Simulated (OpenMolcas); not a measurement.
# Pt2+: ligand-field states by method

Pt2+ with its 6 nearest fluoride ions at 2.076 Å, on the Li site of LiF (a = 4.028 Å, distance in the model lattice 2.014 Å). The rest of the host is ab initio model potentials to 7.6 Å and point charges beyond; the distance is set by hand and nothing relaxes, and no local charge compensation is placed. Ligand basis ANO-RCC-VDZP.
```
Pt    0.0000    0.0000    0.0000
F     2.0760    0.0000    0.0000
F     0.0000    2.0760    0.0000
F    -2.0760    0.0000    0.0000
F     0.0000   -2.0760    0.0000
F     0.0000    0.0000    2.0760
F     0.0000    0.0000   -2.0760
```

- Program: OpenMolcas 26.06
- Basis: ANO-RCC-VTZP [8s7p5d3f1g]
- Scalar Hamiltonian: DKH2, point nucleus
- Active space: 8 electrons in 5 orbitals (5d)
- State averaging: 2S+1 = 3 even, 10 roots; 2S+1 = 1 even, 15 roots
- Spin-orbit coupling: RASSI with atomic mean-field integrals over the reference wave functions

I. CASSCF
II. SS-CASPT2, IPEA 0.25 Eh, imaginary shift 0.1 Eh (closed shells correlated: 5s 5p and the ligand valence shells)

Spin-free states (labels of O, the rotations of Oh) in cm-1, each column counted from its own energy of the first state listed:

```csv
State,Degeneracy,I,II
3A2,1,0,0
1E,2,12451,7710
3T2,3,22667,25310
1A1,1,22717,16360
3T1,3,30733,31190
1T2,3,34557,33400
1T1,3,37942,36010
3T1,3,48805,52180
1E,2,58620,60140
1T2,3,58775,60200
1A1,1,76980,73830
```

From I to II, I's first state of the same spin (3T2) moves from 22667 to 25310 cm-1, by about +2600 cm-1.

From I to II, I's first state of another spin (1E) moves from 12451 to 7710 cm-1, by about -4700 cm-1.

I: A least-squares ligand-field fit to the states below 45000 cm-1, each weighted by its degeneracy and with a free common offset, gives 10Dq = 22310 cm-1, B = 790 cm-1 and C = 3003 cm-1 (C/B = 3.80), with an rms deviation of 113 cm-1. The same method and metal basis give the free ion B = 865 cm-1 (fit to its terms below 60000 cm-1, rms deviation 8 cm-1), so the nephelauxetic ratio is β = 790 / 865 = 0.91; it hangs on how both fits weigh the states, and computed free-ion B values tend to be too large, so β mixes covalency with correlation.

II: A least-squares ligand-field fit to the states below 45000 cm-1, each weighted by its degeneracy and with a free common offset, gives 10Dq = 25452 cm-1, B = 552 cm-1 and C = 2059 cm-1 (C/B = 3.73), with an rms deviation of 268 cm-1. The same method and metal basis give the free ion B = 677 cm-1 (fit to its terms below 60000 cm-1, rms deviation 447 cm-1), so the nephelauxetic ratio is β = 552 / 677 = 0.82; it hangs on how both fits weigh the states, and computed free-ion B values tend to be too large, so β mixes covalency with correlation.

From I to II, 10Dq changes by +14 %, B by -30 % and C by -31 %.

χT at 300 K: I 1.53, II 1.48 cm3 K/mol.

The states above are spin-free; spin-orbit coupling is strong here and shifts and splits them by thousands of cm-1.

Roots that are degenerate in the reference are averaged as groups; the widest CASPT2 spread within a group is 27 cm-1 (the 3-fold group of multiplicity 3 near 52200 cm-1 above the lowest state of its run, II). Shifts and gaps below about the spread of the groups concerned are not significant. Over all roots computed the reference weight is 0.72 to 0.73 in II; a low but even weight reflects the number of correlated electrons. Real 4d8 and 5d8 ions are as a rule square planar and diamagnetic. The least metal-like active orbital is 83 % on the metal (Löwdin) and no ligand orbital is active, so the numbers are rough. Ligand-to-metal charge-transfer states are missing. With no ligand orbital active B as a rule stays too high, so bands that hang on it stand too high and its fall with covalency is understated. Without dynamic correlation the repulsion within the d shell is too large (B by tens of per cent), so at a given field states of lower spin stand too high (holds for I). With metal d orbitals alone the field can be off either way by tens of per cent (holds for I). With one d shell and no ligand orbital active, 10Dq can be off by a tenth or more (holds for II). No measured value stands beside these numbers; the geometry was set by hand and not optimised.
